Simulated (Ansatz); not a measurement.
Geometry optimisation, UKS B3LYP-D4/def2-SVP (Ansatz).

Input file:

```yaml
crystal:
  periodic: [false, false, false]
  atoms:
    - { symbol: C, position_ang: [0.36803, 1.28439, -0.82533] }
    - { symbol: C, position_ang: [0.14943, 0.30602, -0.1532] }
    - { symbol: C, position_ang: [-0.12898, -0.8183, 0.61011] }
    - { symbol: Se, position_ang: [-1.54531, -1.85421, 0.38722] }
    - { symbol: H, position_ang: [0.56632, 2.13392, -1.40982] }
    - { symbol: H, position_ang: [0.59051, -1.05181, 1.39102] }
magnetization:
  spin_polarized: true
basis:
  gaussian: { orbitals: def2-SVP }
hamiltonian:
  xc: b3lyp
  dispersion: d4
relax:
  f_tol: 0.02
  max_steps: 50
```

Launched with:

```bash
$ ansatz run input.yaml --threads 2 --pin off --max-ram 3072MiB --backend cpu --events-out ev --progress --plain --runs-dir out
```

Where does it end, and by what steps?

The run converged. After 6 steps the energy has fallen by 0.035 eV; H5 moved furthest, 0.04 Å.

```json
{"step": "0", "energy less start (eV)": "0.0000", "largest force component (eV/Å)": "0.832", "accepted": "yes"}
{"step": "1", "energy less start (eV)": "-0.0312", "largest force component (eV/Å)": "0.253", "accepted": "yes"}
{"step": "2", "energy less start (eV)": "0.2430", "largest force component (eV/Å)": "2.181", "accepted": "no"}
{"step": "3", "energy less start (eV)": "-0.0301", "largest force component (eV/Å)": "0.612", "accepted": "no"}
{"step": "4", "energy less start (eV)": "-0.0335", "largest force component (eV/Å)": "0.088", "accepted": "yes"}
{"step": "5", "energy less start (eV)": "-0.0343", "largest force component (eV/Å)": "0.036", "accepted": "yes"}
{"step": "6", "energy less start (eV)": "-0.0345", "largest force component (eV/Å)": "0.005", "accepted": "yes"}
```

```xyz
6
Properties=species:S:1:pos:R:3
C 0.381 1.299 -0.830
C 0.130 0.309 -0.166
C -0.141 -0.831 0.613
Se -1.555 -1.890 0.410
H 0.589 2.170 -1.424
H 0.596 -1.057 1.398
```

Whether the end is a true minimum wasn't checked by a vibrational analysis.

Run time: 13 s on 2 threads of Intel(R) Xeon(R) 6975P-C (Granite Rapids), on a shared host, peak memory 0.25 GiB.
